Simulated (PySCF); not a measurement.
Computed XPS line lists of a few unrelated compounds.

The calculation used PySCF, delta-SCF UKS SCAN, pcX-2 on the ionised atom, pcseg-1 elsewhere, spin-free X2C. Geometries: PBE0-D3(BJ)/def2-SVP; isolated species, one conformer each.

Line lists (1s up to Mg, 2p3/2 beyond, nothing for Ga or Ge; areas count atoms within a level, one atom standing for each set equivalent by bonding):
1. C 1s: 290.00 eV; O 1s: 538.48 eV; Si 2p3/2: 107.20 eV
2. C 1s: 296.97 (area 1), 297.10 (area 1), 298.86 (area 1), 299.73 (area 1), 301.32 (area 1) eV; F 1s: 700.65 eV
3. C 1s: 289.63 (area 4), 290.39 (area 4) eV; Si 2p3/2: 105.26 eV
4. C 1s: 289.58 eV

Structures:
A. `[Si](CC)(CC)(CC)CC`
B. `[CH3][Ga]([CH3])[CH3]`
C. `O[SiH2][CH2][GeH3]`
D. `C#Cc1[cH+]c1F`

Match each list to its structure.

- 1 = C: no other candidate has this set of levels. C 1s: 290.00 sp3 carbon bound to silicon; O 1s: 538.48 silanol oxygen; Si 2p3/2: 107.20 oxygen-bound silicon.
- 2 = D: no other candidate has this set of levels. C 1s: 296.97 terminal alkyne carbon, 297.10 alkyne carbon, 298.86 unsaturated ring CH carbon, 299.73 unsaturated ring carbon, 301.32 unsaturated ring carbon; F 1s: 700.65 fluorine bonded to C.
- 3 = A: no other candidate has this set of levels. C 1s: 289.63 sp3 carbon bound to silicon (×4), 290.39 methyl carbon (×4); Si 2p3/2: 105.26 four-coordinate silicon.
- 4 = B: no other candidate has this set of levels. C 1s: 289.58 methyl carbon (×3).

For 2p shells one spin-free hole was relaxed; a mean-field spin–orbit operator and the ground-state splitting of the three 2p orbitals were then diagonalised within the shell. The shell's mean is (2 × 2p3/2 + 2p1/2)/3, and the degeneracies 2j + 1 give areas of 2:1. 2 of these hole states are spin-contaminated (⟨S²⟩ up to 0.94, against 0.75; counted from 0.85) and less certain.
